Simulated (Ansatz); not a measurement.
A nudged elastic band was laid between two geometries of CH$_{4}$AlFO (8 atoms, charge 0, multiplicity 1).

These are results of Ansatz, RKS BLYP-D4/def2-SVP, not measurements.

```
movable images  : 7
climbing image  : yes
spring          : 5.0 eV/Å²
optimiser       : quadratic models (default)
start path      : IDPP
force threshold : 0.05 eV/Å
iteration limit : 60
end points      : relaxed
```

First end point:

```xyz
8
Properties=species:S:1:pos:R:3
O -1.428 0.788 -1.019
Al -0.181 0.663 0.165
C 0.464 -1.160 0.488
F 1.373 -0.380 -0.533
H -1.743 1.634 -1.377
H 0.352 1.899 1.001
H 0.103 -2.037 -0.080
H 1.151 -1.464 1.299
```

Last end point:

```xyz
8
Properties=species:S:1:pos:R:3
O -0.453 1.491 -1.232
Al -0.310 0.654 0.262
C 0.480 -1.174 0.210
F 0.834 -1.574 -1.094
H -0.821 2.384 -1.337
H -0.789 1.318 1.632
H -0.231 -1.923 0.638
H 1.384 -1.233 0.865
```

What changes between the two ends?

Bonds broken: Al2–F4. The dihedral O1–Al2–C3–H7 goes from 3 to -122°.

What energy profile does the band end with?

It converged. The highest image is number 4 of 0 to 8, 9.6 kJ/mol above the first end and 2.1 kJ/mol above the last; the last end lies 7.5 kJ/mol above the first. A vibrational analysis at the climbing image gives one clearly imaginary mode, 65i cm⁻¹: a first-order saddle point. The orbitals stay closed-shell, which can raise the energy where a bond breaks towards radicals; this wasn't checked here.

```json
{"image": "0", "path coordinate (Å)": "0.00", "energy (kJ/mol)": "0.0", "Al2–F4 (Å)": "2.00", "dihedral O1–Al2–C3–H7 (°)": "3"}
{"image": "1", "path coordinate (Å)": "0.35", "energy (kJ/mol)": "5.3", "Al2–F4 (Å)": "2.31", "dihedral O1–Al2–C3–H7 (°)": "-18"}
{"image": "2", "path coordinate (Å)": "0.70", "energy (kJ/mol)": "8.0", "Al2–F4 (Å)": "2.59", "dihedral O1–Al2–C3–H7 (°)": "-33"}
{"image": "3", "path coordinate (Å)": "1.06", "energy (kJ/mol)": "9.2", "Al2–F4 (Å)": "2.71", "dihedral O1–Al2–C3–H7 (°)": "-48"}
{"image": "4", "path coordinate (Å)": "1.41", "energy (kJ/mol)": "9.6", "Al2–F4 (Å)": "2.76", "dihedral O1–Al2–C3–H7 (°)": "-62"}
{"image": "5", "path coordinate (Å)": "1.79", "energy (kJ/mol)": "9.2", "Al2–F4 (Å)": "2.80", "dihedral O1–Al2–C3–H7 (°)": "-77"}
{"image": "6", "path coordinate (Å)": "2.17", "energy (kJ/mol)": "8.5", "Al2–F4 (Å)": "2.83", "dihedral O1–Al2–C3–H7 (°)": "-92"}
{"image": "7", "path coordinate (Å)": "2.56", "energy (kJ/mol)": "7.7", "Al2–F4 (Å)": "2.84", "dihedral O1–Al2–C3–H7 (°)": "-107"}
{"image": "8", "path coordinate (Å)": "2.94", "energy (kJ/mol)": "7.5", "Al2–F4 (Å)": "2.85", "dihedral O1–Al2–C3–H7 (°)": "-122"}
```

What is the geometry of the highest image?


```xyz
8
Properties=species:S:1:pos:R:3:forces:R:3
O -1.025 1.089 -1.240 0.00 0.00 0.00
Al -0.254 0.703 0.248 0.00 0.00 0.00
C 0.565 -1.115 0.303 0.00 0.00 0.00
F 1.494 -1.174 -0.774 0.00 0.00 0.00
H -1.413 1.953 -1.457 0.00 0.00 0.00
H -0.210 1.758 1.444 0.00 0.00 0.00
H -0.176 -1.938 0.171 0.00 0.00 0.00
H 1.112 -1.332 1.249 0.00 0.00 0.00
```

The run took 2.3 min on 1 thread of Arm Neoverse V2 (shared host), peak memory 0.14 GiB.
